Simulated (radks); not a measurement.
The numbers below are computed, except where a source is named.
Effect of the nuclear size on the calcium ion Ca+, [Ar] 4s1. Code: a radial shooting solver on a logarithmic mesh with Libxc functionals. Model: Dirac Kohn-Sham, exchange-only LDA, spin-unpolarised, spherical densities, finite nucleus; Fermi nuclear charge, rms radius 3.4776 fm. The rms radius is varied about that value; shifts are against it.

| rms radius (fm) | total energy shift (eV) | density at nucleus (e/bohr^3) | 1s1/2 shift (meV) | 2s1/2 shift (meV) |
|---|---|---|---|---|
| 3.0916 | -0.00629 | 6138 | -2.66 | -0.209 |
| 3.1472 | -0.00543 | 6135 | -2.29 | -0.181 |
| 3.4776 | 0 | 6120 | 0.000 | 0.000 |
| 3.8114 | 0.00602 | 6105 | 2.54 | 0.200 |
| 3.9853 | 0.00937 | 6098 | 3.96 | 0.312 |

Slopes of the eigenvalues against <r^2> in GHz/fm^2, as finite differences over the two radii next to the reference (eigenvalue slopes, not the field-shift constants of lines): 1s1/2 253, 2s1/2 19.9.
